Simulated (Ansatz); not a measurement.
Consider the cleavage of the Si–Si bond: `O[SiH](F)[SiH2][SiH3]` + H₂Te → `O[SiH](F)[TeH]` + `[SiH3][SiH3]`.

Calculated with Ansatz (gas phase, PBE0-D4/def2-TZVP geometries, no zero-point term in ΔE). CBS: MP2 limit from def2 TZ/QZ plus the TZ coupled-cluster correction, frozen cores. Functionals use def2-TZVPP. Elements past krypton have def2 core potentials. For Te outer-core shells are correlated without core-valence functions, which leaves a few kJ/mol of doubt a bond. One conformer a species, not always the lowest.

```json
{"level": "CAM-B3LYP-D4", "ΔE (kJ/mol)": "-60.1"}
{"level": "PBE-QIDH", "ΔE (kJ/mol)": "-65.3"}
{"level": "BLYP", "ΔE (kJ/mol)": "-58.6"}
{"level": "HF/CBS(def2)", "ΔE (kJ/mol)": "-69.2"}
```

Question: What does CCSD(T)/CBS give? (Estimate.)

Answer: Computed: -65.4 kJ/mol. The listed levels differ from it by 5.3, 0.1, 6.8, -3.8 kJ/mol.

Largest T1 diagnostic among the species: 0.013.

At CCSD(T), def2-SVP lies +9.2 kJ/mol from the extrapolated value and def2-TZVPP +5.4 kJ/mol. From BLYP to BHLYP (50 % exact exchange), in def2-TZVPP and without D4, ΔE moves by −6.3 kJ/mol. Leaving LDA and LC-ωPBE aside and taking each functional with its dispersion term where it has one, the values, not all of them listed here, spread over 12.1 kJ/mol, from PBE-QIDH to B97M-V.
